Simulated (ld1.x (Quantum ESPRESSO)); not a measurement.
# u(r) = r·R(r): atom against pseudo-atom (nitrogen)

Columns: radius, all-electron u(r) and pseudo u(r) of the 2p shell (level -37.62 eV) of nitrogen in the configuration [He] 2s2 2p1; LDA (PZ), non-relativistic, ultrasoft scheme, ld1.x (Quantum ESPRESSO) 7.5.

```json
{"r (bohr)": "0.068", "all-electron": "0.0473", "pseudo": "0.0132"}
{"r (bohr)": "0.135", "all-electron": "0.1502", "pseudo": "0.0511"}
{"r (bohr)": "0.202", "all-electron": "0.2741", "pseudo": "0.1112"}
{"r (bohr)": "0.270", "all-electron": "0.4013", "pseudo": "0.1909"}
{"r (bohr)": "0.338", "all-electron": "0.5193", "pseudo": "0.2843"}
{"r (bohr)": "0.405", "all-electron": "0.6210", "pseudo": "0.3839"}
{"r (bohr)": "0.473", "all-electron": "0.7075", "pseudo": "0.4865"}
{"r (bohr)": "0.540", "all-electron": "0.7759", "pseudo": "0.5835"}
{"r (bohr)": "0.608", "all-electron": "0.8289", "pseudo": "0.6726"}
{"r (bohr)": "0.675", "all-electron": "0.8660", "pseudo": "0.7472"}
{"r (bohr)": "0.742", "all-electron": "0.8897", "pseudo": "0.8060"}
{"r (bohr)": "0.810", "all-electron": "0.9016", "pseudo": "0.8482"}
{"r (bohr)": "0.878", "all-electron": "0.9030", "pseudo": "0.8729"}
{"r (bohr)": "0.945", "all-electron": "0.8957", "pseudo": "0.8814"}
{"r (bohr)": "1.013", "all-electron": "0.8809", "pseudo": "0.8762"}
{"r (bohr)": "1.080", "all-electron": "0.8605", "pseudo": "0.8602"}
{"r (bohr)": "1.148", "all-electron": "0.8351", "pseudo": "0.8360"}
{"r (bohr)": "1.215", "all-electron": "0.8065", "pseudo": "0.8071"}
{"r (bohr)": "1.283", "all-electron": "0.7747", "pseudo": "0.7748"}
{"r (bohr)": "1.350", "all-electron": "0.7415", "pseudo": "0.7415"}
{"r (bohr)": "1.418", "all-electron": "0.7065", "pseudo": "0.7065"}
{"r (bohr)": "1.485", "all-electron": "0.6714", "pseudo": "0.6714"}
{"r (bohr)": "1.553", "all-electron": "0.6356", "pseudo": "0.6356"}
{"r (bohr)": "1.620", "all-electron": "0.6006", "pseudo": "0.6006"}
{"r (bohr)": "1.688", "all-electron": "0.5655", "pseudo": "0.5655"}
{"r (bohr)": "1.755", "all-electron": "0.5317", "pseudo": "0.5317"}
```

**Question.** How many radial nodes do the two functions have?

**Answer.** The all-electron 2p function has n − l − 1 = 0; the pseudo-wave has 0.

**Question.** At about which radius was the pseudo-wave matched?

**Answer.** 1.35 bohr. The columns agree to 0.0005 from 1.28 bohr on; several derivatives are matched, so the curves merge somewhat inside the radius.

**Question.** Where does each function peak?

**Answer.** Outermost all-electron maximum near 0.88 bohr, pseudo maximum near 0.94 bohr (to the table’s step).

**Question.** Is the pseudo-wave norm-conserving?

**Answer.** No, it belongs to an ultrasoft set: the norm inside the radius is not constrained, and the difference is carried by the augmentation charge.
